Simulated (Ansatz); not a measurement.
`C[O][V](=[NH])([NH2])[NH2]`, charge 0, multiplicity 1.

**Question.** Give a relaxed structure at PBE0-D4/def2-TZVP (the Gaussian-basis code of Ansatz). (An estimate is asked.)

**Answer.** Ansatz gave: 
Z-matrix (Å, degrees):
```
C
O 1 1.391
H 1 1.095 2 111.4
H 1 1.096 2 109.6 3 -120.1
H 1 1.096 2 110.5 3 120.6
V 2 1.760 1 140.7 3 -31.3
N 6 1.842 2 108.6 1 -100.9
N 6 1.611 2 113.8 1 16.1
N 6 1.842 2 109.5 1 134.4
H 7 1.006 6 125.9 2 131.4
H 7 1.010 6 122.3 2 -55.8
H 8 1.011 6 170.6 2 -5.9
H 9 1.011 6 122.2 2 58.3
H 9 1.006 6 125.8 2 -131.0
```
This is one stationary point; other conformers may exist.
